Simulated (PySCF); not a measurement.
## Si- (silicon, charge -1): UHF calculation

Configuration: [Ne] 3s2 3p3, high-spin 4S determinant. Calculation: PySCF 2.14, in dyall-av3z; scalar relativity by spin-free X2C-1e.

```json
{
  "Total energy": "-289.494145 hartree",
  "One-electron energy": "-404.9263 hartree",
  "Hartree (Coulomb) energy": "135.9539 hartree",
  "Exchange energy": "-20.5217 hartree",
  "⟨S²⟩": "3.7508",
  "⟨L²⟩": "0.000",
  "Sum of ⟨r⟩": "18.89 bohr",
  "Sum of ⟨r²⟩": "54.91 bohr²",
  "Langevin diamagnetic susceptibility": "-43.5 ×10⁻⁶ cm³/mol"
}
```

```tsv
shell	electrons	mean orbital energy (hartree)	rms radius, mean of both spins (bohr)
1s α	1	-68.72364	0.129
1s β	1	-68.71306	0.129
2s α	1	-5.92932	0.612
2s β	1	-5.91815	0.612
2p α	3	-4.00890	0.599
2p β	3	-3.98571	0.599
3s α	1	-0.40231	2.51
3s β	1	-0.20636	2.51
3p α	3	-0.06174	3.62
```

Densities and radii are taken from the X2C orbitals without a picture-change correction, which distorts them close to the nucleus.

Spin-orbit constants ζ (cm⁻¹) from the X2C one-electron operator on these orbitals: bare nucleus, nucleus screened by l(l+1)(2l+1)/3 electrons, and screened by the Breit-Pauli mean field of the electrons.

```csv
shell,bare,screened nucleus,mean field
2p,3881,3327,3078
3p,123.7,106.0,95.48
```
